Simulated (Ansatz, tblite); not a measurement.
Two members of one family ((TiSe2)n off), computed with Ansatz in the gas phase. The two geometries come from different levels. HOMO and LUMO are taken over both spins. The structures are stationary points that may keep the symmetry of their start. Remarks come from the PBE and PBE0 runs and from stability tests at other levels; not every state was tested.

First: TiSe2⁺ (doublet, charge 1, PBE0-D4/def2-TZVP geometry).

```tsv
atom	x (Å)	y (Å)	z (Å)
Ti1	-0.680	-0.775	-0.141
Se2	0.348	0.100	1.610
Se3	0.332	0.675	-1.469
```

| level | HOMO (eV) | LUMO (eV) | gap (eV) |
| --- | --- | --- | --- |
| PBE-D4/def2-SVP | -11.01 | -10.21 | 0.79 |
| PBE-D4/def2-TZVP | -11.00 | -10.18 | 0.82 |

Metal–donor distances: 2 × Se 2.21 Å. The relaxed quartet lies at -0.36 eV (PBE0-D4/def2-TZVP) to 0.68 eV (BLYP-D4/def2-TZVP) from the doublet, so the order hangs on the level. Remarks: quartet lower at PBE0, spin-contaminated (⟨S²⟩ up to 0.93).

Second: Ti3Se4⁺ (doublet, charge 1, PBE-D4/def2-SVP geometry).

```csv
atom,x (Å),y (Å),z (Å)
Ti1,0.758,-1.083,-0.710
Ti2,-0.061,-0.130,1.634
Ti3,-0.076,1.448,-0.775
Se4,-0.463,-0.095,-2.535
Se5,1.991,0.768,0.486
Se6,-1.711,1.459,0.964
Se7,-0.439,-2.367,0.937
```

Task: Estimate the same table for the second.

Result: 
```csv
level,HOMO (eV),LUMO (eV),gap (eV)
PBE-D4/def2-SVP,-9.28,-8.64,0.64
PBE-D4/def2-TZVP,-9.22,-8.61,0.61
```

The relaxed quartet lies at 0.19 eV (PBE-D4/def2-TZVP) from the doublet. Remarks: spin-contaminated (⟨S²⟩ up to 1.29).
